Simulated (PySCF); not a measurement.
C3H9Ga, SMILES CC[CH2][GaH2]. Atoms are numbered in the order given.

```xyz
13

Ga     0.0401     1.3358     0.0000
H     -1.0037     2.5174     0.0000
H      1.5816     1.6715     0.0000
C     -0.5856    -0.5359     0.0000
C      0.4924    -1.6166     0.0000
C     -0.0664    -3.0326     0.0000
H     -1.2552    -0.6530    -0.8736
H     -1.2552    -0.6530     0.8736
H      1.1514    -1.4850    -0.8761
H      1.1514    -1.4850     0.8761
H     -0.6954    -3.2113     0.8873
H      0.7341    -3.7890     0.0000
H     -0.6954    -3.2113    -0.8873
```
Charge 0, spin multiplicity 1.

Coordinates come from a PBE0-D3(BJ)/def2-SVP optimisation. The structure was generated by enumeration; whether it is a known compound was not checked. One conformer was computed; it need not be the lowest.

Method: PySCF with B3LYP/def2-TZVP.

```yaml
total_energy: -2044.67112 hartree
point_group: Cs
highest_occupied_level: -7.33 eV
lowest_empty_level: -1.67 eV
orbital_gap: 5.66 eV
dipole_moment: 0.74 D
quadrupole, principal values (traceless, Buckingham form, about the centre of nuclear charge): -4.75, -2.11, 6.86 D·Å
mean_static_polarisability: 68.0 bohr³ (10.08 Å³)
polarisability_principal_values: 53.1, 65.6, 85.4 bohr³
```
